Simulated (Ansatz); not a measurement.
`[NH2][Mo]([OH])(=[S])=[S]` + HCl → `[NH2][Mo](=[S])(=[S])[Cl]` + H₂O at 500 K and 1 bar (ligand exchange at a Mo–O bond).

Computed with Ansatz on PBE0-D4/def2-TZVP structures; ΔE is electronic, products minus reactants. CCSD(T)/CBS adds triple-zeta CCSD(T) − MP2 to the extrapolated MP2 energy (def2 sets, frozen cores). This one scheme is used for every species. def2 core potentials past Kr. For Mo outer-core shells are correlated without core-valence functions, which leaves a few kJ/mol of doubt a bond. Each species was taken in one conformer, which may not be the lowest.

```json
{"species": "`[NH2][Mo]([OH])(=[S])=[S]`", "CCSD(T)/CBS energy (Eh)": "-995.51088", "H − E (kJ/mol)": "159.5", "S (J/(mol·K))": "428.1"}
{"species": "HCl", "CCSD(T)/CBS energy (Eh)": "-460.38127", "H − E (kJ/mol)": "32.5", "S (J/(mol·K))": "201.9"}
{"species": "`[NH2][Mo](=[S])(=[S])[Cl]`", "CCSD(T)/CBS energy (Eh)": "-1379.53298", "H − E (kJ/mol)": "125.8", "S (J/(mol·K))": "423.6"}
{"species": "H₂O", "CCSD(T)/CBS energy (Eh)": "-76.37941", "H − E (kJ/mol)": "73.2", "S (J/(mol·K))": "206.3"}
```

H − E and S are ideal-gas, rigid-rotor, harmonic terms from PBE0-D4/def2-TZVP, for one conformer and one mirror image of each species. 1 Eh = 2625.50 kJ/mol, R = 8.31446 J/(mol·K).

Problem. By hand: ΔE, ΔH, ΔS and ΔG.

Solution. ΔE = (-1379.53298) + (-76.37941) − (-995.51088) − (-460.38127) = -0.02024 Eh = -53.1 kJ/mol. Δ(H − E) = 125.8 + 73.2 − 159.5 − 32.5 = 7.0, so ΔH = -46.1 kJ/mol. ΔS = 423.6 + 206.3 − 428.1 − 201.9 = -0.1 J/(mol·K). ΔG = -46.1 − 500 × (-0.1)/1000 = -46.1 kJ/mol.

Problem. By hand: the equilibrium constant, and the temperature at which ΔG would vanish if ΔH and ΔS stayed fixed.

Solution. log₁₀ K = −ΔG/(RT ln 10) = 4.8. ΔG = 0 at ΔH/ΔS = 461000 K, far beyond where these terms or the molecules hold.

The number of gas molecules stays the same, so ΔS is small and ΔH decides. A doubt of 5 kJ/mol in ΔE shifts log₁₀ K by 0.5 here. Other conformers and mirror images would add mixing entropy, several J/(mol·K) or more a flexible species. These are equilibria of isolated gas molecules and say nothing of rates. Largest T1 diagnostic: 0.025 (customary marks: 0.02 for closed shells, 0.045 for open ones).
